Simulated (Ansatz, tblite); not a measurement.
Forces on the cluster Pb₃SeBr₄ at its PBE-D4/def2-SVP geometry. Total charge 0; singlet.

In the def2 sets Pb takes a core potential; there is no spin–orbit coupling. The xTB rows come from tblite. Another isomer (singlet) lies 0.22 eV lower at PBE0-D4/def2-TZVP; other spin states weren't run for this one.

GFN1-xTB (tblite), largest force 1.20 eV/Å:

```xyz
8
positions Å, forces eV/Å
Pb   -1.287    0.463    0.848    0.656    0.318   -0.237
Pb    0.479   -0.109   -2.670   -0.195   -0.088    0.680
Pb    2.276   -1.299    0.708   -0.655    0.216   -0.183
Se    1.332    1.129   -0.311   -0.746   -0.939    0.066
Br    0.557   -1.138    2.866    0.012    0.216   -0.633
Br   -2.137    0.648   -2.198    0.543   -0.137    0.365
Br   -1.643    2.899    1.896    0.073   -0.341   -0.159
Br    0.422   -2.593   -1.138    0.311    0.753    0.101
```

GFN2-xTB (tblite), largest force 1.26 eV/Å:

```
Pb -0.221 1.128 0.515
Pb -0.510 -0.014 0.081
Pb -0.370 -0.107 0.344
Se -0.093 -0.475 -0.118
Br 0.170 0.061 -0.637
Br 0.600 -0.224 0.170
Br 0.076 -0.881 -0.351
Br 0.349 0.513 -0.005
```

PBE-D4/def2-TZVP (Ansatz), largest force 0.22 eV/Å:

```
Pb 0.110 0.107 -0.021
Pb -0.060 0.019 0.206
Pb -0.186 0.103 -0.033
Se -0.080 -0.176 -0.020
Br 0.049 0.005 -0.096
Br 0.103 -0.031 0.006
Br 0.022 -0.120 -0.054
Br 0.042 0.093 0.011
```
